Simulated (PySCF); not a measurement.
## Vertical excitation energies

Species: C6H13BO2.
SMILES with atom numbers: `[CH3:1][C:2]([CH3:3])([CH3:4])[C@H:5]1[CH2:6][O:7][BH:8][O:9]1` (hydrogens: H10, H11, H12 on C1; H13, H14, H15 on C3; H16, H17, H18 on C4; H19 on C5; H20, H21 on C6; H22 on B8)

Theory: TDDFT wB97X-D/def2-SVPD, vertical, gas phase, core orbitals frozen in the response in PySCF 2.14.0, density-fitted response routines. Geometry: PBE0-D3(BJ)/def2-SVP; no solvent, vibrations or thermal averaging. Torsions of this conformer, `[CH3:1][C:2]([CH3:3])([CH3:4])[C@H:5]1[CH2:6][O:7][BH:8][O:9]1`: C1–C2–C5–C6 -59°.

```csv
state,λ (nm),E (eV),f,"main configurations (H = HOMO, L = LUMO)"
S1,158.9,7.80,0.015,"H→L (62%), H→L+1 (22%)"
S2,154.0,8.05,0.024,"H→L+1 (44%), H→L+2 (20%), H→L (16%)"
S3,143.7,8.63,0.0028,"H→L+2 (40%), H→L+4 (16%), H→L+1 (13%)"
S4,140.1,8.85,0.019,"H→L+3 (60%), H→L+5 (11%)"
S5,138.6,8.94,0.022,"H-1→L (51%), H-1→L+1 (16%), H-1→L+2 (10%)"
S6,136.8,9.06,0.023,"H-1→L+1 (38%), H-1→L (21%)"
S7,135.6,9.14,0.0065,"H→L+5 (29%), H-5→L+1 (17%)"
S8,135.4,9.16,0.0067,"H-5→L+1 (25%), H-1→L+1 (9%)"
S9,134.2,9.24,0.0070,"H→L+4 (33%), H→L+2 (23%), H→L+5 (14%)"
S10,131.0,9.46,0.055,"H-2→L (49%), H-1→L+2 (9%), H-2→L+1 (9%)"
```

Triplets, Tamm–Dancoff:

| state | E (eV) | λ (nm) | main configurations (H = HOMO, L = LUMO) |
| --- | --- | --- | --- |
| T1 | 7.13 | 173.9 | H→L+1 (57%), H→L+2 (10%), H→L+4 (8%) |
| T2 | 7.78 | 159.4 | H→L (68%), H→L+5 (17%) |
| T3 | 8.40 | 147.6 | H→L+2 (38%), H→L+4 (23%), H→L+9 (11%) |
| T4 | 8.55 | 145.1 | H-6→L+1 (28%), H-1→L+1 (11%), H-4→L+1 (8%) |

The lowest singlet lies at 7.80 eV (159 nm, vacuum ultraviolet) and is weak; its leading configuration is HOMO→LUMO (62%). The strongest level in the table is S10 at 9.46 eV (131 nm, f = 0.055). It is the last of those listed, so stronger ones may follow. Löwdin shares by element: HOMO oxygen 49%, carbon 19% or more (atoms not listed hold the other 31%); LUMO boron 39%, carbon 10% or more, oxygen 5% or more (atoms not listed hold the other 45%). Of the 10 states listed, 6 reach f = 0.01 and none stays under 0.0005. The listed states span 1.66 eV, and the widest gap between neighbours is 0.58 eV (S2 to S3). Weighted by f, the mean energy of these states is 8.91 eV. The vertical ionisation energy (ΔSCF) is 10.08 eV, 0.62 eV above S10. The window holds the lowest 10 singlets.
